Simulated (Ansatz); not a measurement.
A made-up structure of ZnH3S (charge +1), closed shell:

```
5
angstrom
S -0.2375 -1.1684 -0.3219
Zn 0.7695 0.9469 -0.1108
H 1.7127 -0.2409 0.0904
H -1.4880 -0.7224 -0.5738
H 1.4340 2.3037 0.0126
```

It is relaxed with PBE-D4/def2-SVP and then PBE0-D4/def2-TZVP (Ansatz 0.2.0). Atoms count as bonded within 1.22 times the sum of their covalent radii (H–H: 0.88 Å). The end point is not checked to be a true minimum.

(1) Does its bonding change? (A judgement: the text doesn't fix the answer.)

Results:

(1) The calculation gives: Yes. Formed: S1–H3; broken: Zn2–H3.

Where it ends: The first stage lowers the energy by 4.27 eV in 12 steps. It ends as ZnH₃S ([SH2][ZnH]), total charge +1:
S1  (0.175, -0.869, -0.693)
Zn2  (0.893, 1.347, -0.363)
H3  (0.780, -1.394, 0.396)
H4  (-1.019, -0.741, -0.074)
H5  (1.361, 2.775, -0.169)
(Å)

Labels in which every atom is bracketed show which atoms are joined, not bond orders.

For scale, one of the runs: PBE0-D4/def2-TZVP relaxation, 103 basis functions, launched by `ansatz run in.yaml --threads 2 --pin off --events-out ev --progress --plain --max-ram 4352MiB`. The run took about 13 s on 2 CPU threads of an Arm Neoverse V1 (shared host).
